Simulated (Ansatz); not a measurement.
Cost and result for the atomization energy of `B[SiH2]C(O)F` (11 atoms, 10 bonds).

Z-matrix (Å, degrees):
```
Si
C 1 1.915
B 1 2.007 2 112.2
H 1 1.490 2 107.7 3 -125.2
H 1 1.493 2 107.2 3 119.0
F 2 1.399 1 108.6 3 -61.0
O 2 1.380 1 108.3 3 58.1
H 2 1.098 1 113.5 3 -177.3
H 3 1.196 1 120.1 2 -166.4
H 3 1.193 1 121.8 2 15.6
H 7 0.963 2 109.7 1 171.8
```

The species carries charge 0 and has multiplicity 1. The geometry is a stationary point of PBE0-D4/def2-TZVP. It is one conformer, not always the lowest. Program: Ansatz. All runs use 4 threads of a server CPU on a shared host. Times are those of one run each, without the atoms' runs, and a repeat can differ threefold. Electronic energies, without spin–orbit coupling; frozen cores. CCSD(T)/CBS adds CCSD(T) − MP2 in def2-TZVPP to the MP2 limit, and its time is that of the two runs behind it. T1 = 0.012. B3LYP takes the VWN-RPA correlation (the form of Gaussian; ORCA's B3LYP/G). HSE06 is the plane-wave form, built on full-range PBE exchange.

CCSD(T)/CBS is a level of theory with its own doubt, some kJ/mol a heavy atom from the limit and from the frozen cores, so smaller differences don't rank the functionals.

```csv
level,functions,wall time,atomization (kJ/mol),difference from CCSD(T)/CBS,per bond
LDA (SPW92)/def2-TZVPP,250,1 s,4320.2,568.0,56.8
BLYP-D4/def2-TZVPP,250,1.8 s,3753.7,1.5,0.2
HSE06-D4/def2-TZVPP,250,2.7 s,3751.7,-0.5,0.0
BHLYP-D4/def2-TZVPP,250,2.7 s,3646.4,-105.8,-10.6
r2SCAN-D4/def2-TZVPP (with forces),250,3.5 s,3771.0,18.8,1.9
r2SCANh-D4/def2-TZVPP,250,3.9 s,3743.5,-8.7,-0.9
B3LYP-D4/def2-TZVPP (with forces),250,4 s,3757.5,5.3,0.5
CCSD(T)/def2-SVP,104,4.3 s,3537.1,-215.1,-21.5
ωB97X-V/def2-TZVPP,250,6.5 s,3778.7,26.5,2.6
ωB97M-V/def2-TZVPP (with forces),250,9.5 s,3770.1,17.9,1.8
MP2/def2-QZVPP,478,18 s,3770.2,18.0,1.8
CCSD(T)/def2-TZVPP,250,2.2 min,3653.9,-98.3,-9.8
CCSD(T)/CBS(def2),–,2.5 min,3752.2,0.0,0.0
```

At CCSD(T), def2-SVP lies −215.1 kJ/mol from the extrapolated value and def2-TZVPP −98.4 kJ/mol: correlation converges slowly with the basis, and small sets miss more of it in the bonded molecule than in its fragments. In def2-TZVPP, CCSD(T) changes the Hartree–Fock value by +917.2 kJ/mol (the triples alone add +51.3 kJ/mol) and MP2 by +975.5 kJ/mol; breaking electron pairs costs correlation energy, which Hartree–Fock lacks. From r2SCAN to r2SCAN0 (25 % exact exchange), in def2-TZVPP and without D4, the atomization energy moves by −67.3 kJ/mol: exact exchange takes away binding that semilocal exchange gives to molecules.
